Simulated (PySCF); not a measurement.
## Working out the electron affinity of In

In⁻ [Kr] 4d10 5s2 5p2 (3P) → In [Kr] 4d10 5s2 5p1 (2P). All numbers are calculated (PySCF 2.14, scalar relativity through the core potential, in def2-QZVPPD with the def2 core potential (28 electrons) (8s6p5d4f1g, 88 functions)). Frozen: 4s2 4p6 4d10. Energies in hartree (1 hartree = 27.21139 eV):

```
            part  In⁻ (lower)   In (upper)
             UHF  -189.211892  -189.210661
CCSD correlation    -0.053681    -0.042517
             (T)    -0.002163    -0.000847
```

Task: What does Hartree-Fock give?

Result: (-189.210661) − (-189.211892) = 0.001231 hartree = 0.033 eV.

Task: What do CCSD and CCSD(T) give?

Result: The CCSD correlation energies differ by 0.011164 hartree = 0.304 eV and the triples by 0.001316 hartree = 0.036 eV, so CCSD gives 0.337 eV and CCSD(T) 0.373 eV.

Reference: 0.384 eV (measured; photodetachment measurements, as compiled on the Wikipedia data page of electron affinities), between the lowest levels; spin-orbit coupling is absent from the calculation.

What remains against the reference includes basis incompleteness, the frozen core and higher excitations.
